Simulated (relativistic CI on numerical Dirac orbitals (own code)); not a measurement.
# Energy levels of Be II

These numbers are calculated, not measured: Dirac-Coulomb-Breit CI, separate exchange-only KLI orbitals for each configuration, model QED (radiative potential, 1s self-energy scaled to tabulated hydrogen-like ionisation energies), valence Slater integrals scaled by 0.85, P86 correlation energy added to each configuration (own radial code, finite nucleus).

Configurations in the expansion (outside the closed core 1s2): 2s, 2p, 3s, 3p, 3d, 4s, 4p, 4d, 4f, 5s, 5p, 5g, 5f, 5d. Levels of other configurations are missing.

The lowest level is 2s ²S1/2, with 100 % of that term; Hund's rules for 2s give ²S with J = 1/2, in agreement.

| No. | Configuration | Term | J | E (cm⁻¹) | % | Landé g | jj configuration (%) |
| --- | --- | --- | --- | --- | --- | --- | --- |
| 1 | 2s | ²S | 1/2 | 0.0 | 100 | 2.002 | 2s (100) |
| 2 | 2p | ²P° | 1/2 | 32727.1 | 100 | 0.666 | 2p1/2 (100) |
| 3 | 2p | ²P° | 3/2 | 32732.1 | 100 | 1.334 | 2p3/2 (100) |
| 4 | 3s | ²S | 1/2 | 88975.0 | 100 | 2.002 | 3s (100) |
| 5 | 3p | ²P° | 1/2 | 97498.2 | 100 | 0.666 | 3p1/2 (100) |
| 6 | 3p | ²P° | 3/2 | 97499.3 | 100 | 1.334 | 3p3/2 (100) |
| 7 | 3d | ²D | 3/2 | 97699.6 | 100 | 0.800 | 3d3/2 (100) |
| 8 | 3d | ²D | 5/2 | 97700.2 | 100 | 1.200 | 3d5/2 (100) |
| 9 | 4s | ²S | 1/2 | 116576.2 | 100 | 2.002 | 4s (100) |
| 10 | 4p | ²P° | 1/2 | 120039.3 | 100 | 0.666 | 4p1/2 (100) |
| 11 | 4p | ²P° | 3/2 | 120039.6 | 100 | 1.334 | 4p3/2 (100) |
| 12 | 4d | ²D | 3/2 | 120208.9 | 100 | 0.800 | 4d3/2 (100) |
| 13 | 4d | ²D | 5/2 | 120209.1 | 100 | 1.200 | 4d5/2 (100) |
| 14 | 4f | ²F° | 5/2 | 122387.3 | 100 | 0.857 | 4f5/2 (100) |
| 15 | 4f | ²F° | 7/2 | 122387.4 | 100 | 1.143 | 4f7/2 (100) |
| 16 | 5s | ²S | 1/2 | 128836.3 | 100 | 2.002 | 5s (100) |
| 17 | 5p | ²P° | 1/2 | 130594.3 | 100 | 0.666 | 5p1/2 (100) |
| 18 | 5p | ²P° | 3/2 | 130594.4 | 100 | 1.334 | 5p3/2 (100) |
| 19 | 5d | ²D | 3/2 | 130707.9 | 100 | 0.800 | 5d3/2 (100) |
| 20 | 5d | ²D | 5/2 | 130708.1 | 100 | 1.200 | 5d5/2 (100) |
| 21 | 5g | ²G | 7/2 | 132263.1 | 100 | 0.889 | 5g7/2 (100) |
| 22 | 5g | ²G | 9/2 | 132263.1 | 100 | 1.111 | 5g9/2 (100) |
| 23 | 5f | ²F° | 5/2 | 132263.1 | 100 | 0.857 | 5f5/2 (100) |
| 24 | 5f | ²F° | 7/2 | 132263.2 | 100 | 1.143 | 5f7/2 (100) |

Energies count from the lowest computed level; ° marks odd parity. Filled j subshells are mostly left out of the jj labels.

The mean weight of the leading LS term, summed over parents, in these 24 levels is 100 %, and that of the leading jj configuration (from the same eigenvectors) 100 %.

Correlation outside the listed configurations is missing or only estimated: errors of thousands of cm⁻¹ between configurations and terms are usual at this charge. Rates and lifetimes follow the computed energies and can be off by large factors. The fine structure of a lone outer electron comes out too small, for d and f at times inverted, and misplaced configurations move strength between like terms. 14 of the 14 excited levels that our extract of the measured tables holds in this range could be paired (the sources list more); they are missed by 1156 cm⁻¹ on average and 2941 at most, and levels without a partner can miss by more.
